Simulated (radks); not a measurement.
Results of a calculation; reference values are marked as such.
Problem. The iridium anion Ir0.5-, configuration [Xe] 4f14 5d8 6s1.5 (fractional occupations, a model configuration). Level of theory: scalar-relativistic Kohn-Sham, r2SCAN, spin-unpolarised, spherical densities, finite nucleus; meta-GGA in the generalised Kohn-Sham scheme; Fermi nuclear charge, rms radius 5.4032 fm (a radial shooting solver on a logarithmic mesh with Libxc functionals). Some entries of the table are withheld. Estimate them.

orbital  occ.  eigenvalue (hartree)  <r> (bohr)  <1/r> (bohr^-1)
1s          2             -2800.025     0.01744            92.15
2s          2             -490.6489     0.07360            21.61
2p          6             -426.1804     0.06624            19.36
3s          2                   (1)      0.1903            8.018
3p          6             -96.03919      0.1912              (2)
3d         10             -75.13929      0.1733              (3)
4s          2                   (4)      0.4233            3.414
4p          6             -18.34006      0.4502              (5)
4d         10             -10.63463      0.4783            2.765
5s          2              -3.45281      0.9827            1.369
4f         14              -2.08692      0.5353            2.315
5p          6              -1.84692       1.140            1.158
6s        1.5              -0.09219       3.141              (6)
5d          8              -0.07546       1.816           0.7442

Solution. 
(1) 3s eigenvalue (hartree): -114.9771
(2) 3p <1/r> (bohr^-1): 7.346
(3) 3d <1/r> (bohr^-1): 6.916
(4) 4s eigenvalue (hartree): -24.57830
(5) 4p <1/r> (bohr^-1): 3.094
(6) 6s <1/r> (bohr^-1): 0.4079
